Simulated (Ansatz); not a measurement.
CCl3F3Sn (`F[C](F)(F)[Sn]([Cl])([Cl])[Cl]`) at its PBE0-D4/def2-TZVP geometry, where that method's forces vanish. Total charge 0; spin multiplicity 1. Sn takes the def2 core potential.

```xyz
8

F     1.9959    0.4315   -0.4912
C     0.7577    0.2106   -0.9306
F     0.3658    1.2777   -1.6256
F     0.7893   -0.8351   -1.7560
Sn   -0.6155   -0.1705    0.7572
Cl   -0.6818    1.6626    2.1350
Cl   -2.7245   -0.5896   -0.0425
Cl    0.1130   -1.9873    1.9536
```

(1) What forces (eV/Å) does ωB97M-V/def2-TZVPP give on these atoms in Ansatz? (Best estimate.)

Answers

(1) The calculation gave: 
```
F1   0.276  0.052  0.080
C2  -0.358 -0.102  0.438
F3  -0.072  0.230 -0.161
F4   0.019 -0.217 -0.189
Sn5  0.086  0.024 -0.108
Cl6  0.005 -0.053 -0.043
Cl7  0.064  0.013  0.022
Cl8 -0.020  0.054 -0.038
```
